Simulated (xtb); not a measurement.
xtb input:

```bash
xtb mol.xyz --gfn 1 --sp --chrg -1 --uhf 0
```
mol.xyz:
```
15

C      2.38826671     0.46351488    -0.51739442
C      1.48485984    -0.10275107     0.59428643
C      0.09551236     0.45400259     0.60776908
C     -0.95027111    -0.19946429    -0.01578725
O     -0.89942077    -1.30969404    -0.63385421
C     -2.33249594     0.46931740     0.04164282
H      2.49073128     1.54935485    -0.42007409
H      1.93923782     0.26056424    -1.49192857
H      3.39699305     0.02482543    -0.50109178
H      1.40911074    -1.18564536     0.44826363
H      1.99110424     0.05754846     1.55931309
H     -0.07749514     1.41241543     1.08780816
H     -2.69161929     0.64822464    -0.97778053
H     -2.33165615     1.41703109     0.58918643
H     -3.04627170    -0.21448359     0.51403735
```

What final total energy does it print?

-20.33871 Eh (GFN1-xTB).

It need not be the lowest isomer of its formula. Whether it binds its extra electron was not tested at this geometry.
